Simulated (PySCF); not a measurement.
## W⁺ (tungsten, charge +1) across methods

[Xe] 4f14 5d4 6s1, high-spin 6D determinant. Calculation: PySCF 2.14, in x2c-TZVPPall with one added diffuse shell each of s, p, d, f type (12s8p8d4f1g, 113 functions); the spin-free X2C one-electron Hamiltonian (Gaussian nucleus).

```
method   E (hartree)  mean ε 5p β (eV)  mean ε 5d α (eV)  mean ε 6s α (eV)  Σ⟨r²⟩ (bohr²)   ⟨S²⟩
   UHF  -16137.99867           -56.277           -17.841           -15.315          53.30  8.757
   PBE     -16143.20           -49.419           -12.795           -13.018          53.47  8.752
   LDA     -16132.85           -49.875           -12.907           -13.290          53.43  8.751
  PBE0     -16142.98           -51.659           -14.213           -13.657          53.20  8.752
r2SCAN     -16143.31           -50.438           -13.183           -13.303          53.10  8.754
```

Spin-orbit coupling, absent here, splits the open shell strongly.
